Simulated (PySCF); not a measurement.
2-fluoro-3-methylbuta-1,3-diene (C5H7F), SMILES C=C(C(=C)F)C. Atoms are numbered in the order given.

```xyz
13

C      1.3767     1.2010     0.0000
C      0.1278     0.7091     0.0000
C     -1.0881     1.5861     0.0000
C     -0.0831    -0.7429     0.0000
C     -1.2535    -1.3881     0.0000
F      1.0473    -1.4597     0.0000
H      2.2450     0.5405     0.0000
H      1.5533     2.2792     0.0000
H     -1.7149     1.3993    -0.8866
H     -1.7149     1.3993     0.8866
H     -0.8026     2.6462     0.0000
H     -2.1936    -0.8398     0.0000
H     -1.2775    -2.4785     0.0000
```
Charge 0, spin multiplicity 1.

Geometry optimised at PBE0-D3(BJ)/def2-SVP. The values are those of a single conformer.

Two levels are set side by side: PBE/pcSseg-1 (PySCF) and HF/pcSseg-1 (PySCF). GIAO shifts against CFCl3 (¹⁹F), TMS (¹H), TMS (¹³C) at the same level; non-relativistic, no solvent, atoms listed together averaged. Differences are taken from unrounded values.

```json
[
 {"quantity": "δ(¹³C) of C1 (ppm)", "HF": "127.6"},
 {"quantity": "δ(¹³C) of C2 (ppm)", "HF": "142.4"},
 {"quantity": "δ(¹³C) of C3 (ppm)", "HF": "20.2"},
 {"quantity": "δ(¹³C) of C4 (ppm)", "HF": "171.6"},
 {"quantity": "δ(¹³C) of C5 (ppm)", "HF": "99.1"},
 {"quantity": "δ(¹⁹F) of F6 (ppm)", "HF": "-99.5"}
]
```

Problem. What does PBE give, and how far is it from HF? (An estimate is asked for; the answer gives what the named calculation found.)

Solution. 
```tsv
quantity	PBE	PBE minus HF
δ(¹³C) of C1 (ppm)	121.9	-5.7
δ(¹³C) of C2 (ppm)	143.8	1.4
δ(¹³C) of C3 (ppm)	23.3	3.1
δ(¹³C) of C4 (ppm)	173.7	2.0
δ(¹³C) of C5 (ppm)	94.4	-4.7
δ(¹⁹F) of F6 (ppm)	-127.8	-28.3
```

Rough cost on one machine, each run with all the roots and properties that it gave: HF against PBE within a factor of 2.
